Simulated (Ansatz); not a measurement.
Several settings on one geometry of [MoO3S]2- (MoSO₃²⁻) (that of the charge -2 singlet, r2SCAN-D4/def2-SVPD). Ansatz on 4 threads of Arm Neoverse V1 on a shared host; times are rough.

Cartesian coordinates in Å:
```
Mo 0.0445 0.0766 0.0319
O 0.0704 0.0827 1.7896
O 1.7026 0.1100 -0.5510
O -0.7705 1.5332 -0.5195
S -1.0470 -1.8024 -0.7510
```

Totals from different functionals, basis sets or treatments of relativity can't be compared as stabilities.

DK, ANO-RCC and x2c sets are all-electron and run with scalar relativity unless a key says otherwise. In the def2 sets Mo takes a core potential; there is no spin–orbit coupling. A multiply charged anion in the gas phase is held together partly by the finite basis. Removing one electron lowers the energy by 0.86 eV at PBE0-D4/def2-TZVPD, so it isn't bound.

The spins typed aren't always the lowest for that charge.

(1) Give the basis size and estimate the energy, ⟨S²⟩ and time of these runs.

```csv
run,method,charge,state,further keys
1,RKS PBE-D3(BJ)/def2-SVPD,-2,singlet,nuclear_model: gaussian; scf: {omitted_lower_state_checks: [starts]}; forces asked
2,UKS revPBE-D4/x2c-TZVPPall,-2,triplet,scf: {omitted_lower_state_checks: [starts]}; forces asked
3,RKS PBE0/cc-pVTZ-DK,-2,singlet,scf: {lower_state_search: full}
```

Answers

(1) 
```json
{"run": "1", "functions": "130", "energy (Eh)": "-691.6391", "⟨S²⟩": "–", "wall time": "1.4 s"}
{"run": "2", "functions": "214", "energy (Eh)": "-4673.5065", "⟨S²⟩": "2.01", "wall time": "18 s"}
{"run": "3", "functions": "201", "energy (Eh)": "-4673.1066", "⟨S²⟩": "–", "wall time": "11 s"}
```

The highest occupied level of an anion often lies above zero with these methods, and sets without diffuse functions describe the outer electron poorly.
